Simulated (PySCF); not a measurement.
## A search over the determinants of HgS

Unrestricted PBE0; PySCF, scalar-relativistic core potentials, basis sets Hg def2-TZVPP with ECP60, S def2-TZVPP. Outer shells of the fragments: Hg 5d10 6s2; S 3s2 3p4.

Followed along the bond (rough minima from three points):

| 2Ms+1 | unpaired | ⟨S²⟩ at the start | R at minimum (Å) | Te (eV) |
| --- | --- | --- | --- | --- |
| 3 | σ ↑, π ↑ | 2.01 | 2.53 | 0.00 |
| 1 | none | 0.00 | 2.25 | 0.04 |
| 1 | σ ↓, π ↑ | 1.01 | 2.49 | 0.20 |

Solutions found at the starting distance of 2.360 Å, counted from the lowest of them; the search is not exhaustive and high or unbound solutions are not listed, so other states can lie among these:

```tsv
2Ms+1	unpaired	term	E (eV)	⟨S²⟩	⟨Lz²⟩	μ (D)
3	σ ↑, π ↑	³Π	0.00	2.01	1.01	-1.41
1	none	¹Σ⁺	0.07	0.00	0.00	-4.74
1	σ ↓, π ↑	mixed	0.18	1.01	1.01	-1.51
3	π ↑↑	³Σ⁻	1.84	2.01	0.00	2.83
1	π ↑↓	mixed	2.22	1.01	2.03	2.76
3	σ ↑↑	³Σ⁺	2.75	2.01	0.00	-3.91
1	none	mixed	3.55	0.00	2.01	2.52
3	π ↑↑	mixed	4.13	2.01	2.01	-0.42
1	π ↑↓	mixed	4.27	1.05	2.02	-0.34
3	π ↑↑	mixed	4.29	2.01	2.01	-0.37
```

A term symbol is given only where ⟨S²⟩ and ⟨Lz²⟩ are close to those of a pure state; real π, δ and φ orbitals otherwise mix terms. A positive dipole means Hg(−)S(+).

Spin–orbit coupling is left out. Counting both spins, an empty level lies below a filled one in some of these solutions, because spin and occupation are held.
